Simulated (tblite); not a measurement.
C2H6, charge +1, doublet, at a GFN2-xTB geometry (a state made from the parent by changing its charge; the spin is typed, not shown lowest); GFN1-xTB run with tblite.

Here is a job for tblite.
```
$ tblite run mol.xyz --method gfn1 --charge 1 --spin 1 --efield 0,0,0.1 --json tblite.json --no-restart

# file mol.xyz
8

C     -0.71874859     0.13634016    -0.02510292
C      0.71874859    -0.13634016     0.02510292
H     -1.25610398    -0.58656361    -0.67710659
H     -0.97235396     1.16105611    -0.29217710
H     -1.23187435    -0.16588763     0.91394436
H      0.97235396    -1.16105611     0.29217710
H      1.25610398     0.58656361     0.67710659
H      1.23187435     0.16588763    -0.91394436
```

Output, abridged:

```
xTB calculator
 | screened Coulomb repulsion
 | Coulomb electrostatics
 |  * isotropic Klopman-Ohno-Mataga-Nishimoto electrostatics
 |  * onsite third-order electrostatics
 | DFT-D3(BJ) dispersion correction
 | Interactions (1)
 | [1] electric field

halogen bonding energy    0.0000000000000E+00 Eh
repulsion energy          1.0874868338087E-01 Eh
dispersion energy        -1.3269307256351E-03 Eh
interaction energy        0.0000000000000E+00 Eh
number of electrons       1.3000000000000E+01 e
integral cutoff           1.9731147476801E+01 bohr

------------------------------------------------------------
  cycle        total energy    energy error   density error
------------------------------------------------------------
      1     -6.858011713313  -6.9654335E+00   3.1569848E-01
      2     -6.860820686910  -2.8089736E-03   1.8365893E-01
      3     -6.860956662608  -1.3597570E-04   1.1398013E-02
      4     -6.861018283729  -6.1621121E-05   1.5813647E-03
      5     -6.861020263342  -1.9796129E-06   4.1194551E-04
      6     -6.861020761319  -4.9797773E-07   1.2376710E-04
      7     -6.861020784743  -2.3423582E-08   2.3282153E-06
------------------------------------------------------------

electronic energy        -6.9684425373982E+00 Eh
total energy             -6.8610207847429E+00 Eh

Post processing:
 | Mayer-Wiberg bond orders

[Info] JSON dump of results written to 'tblite.json'
```
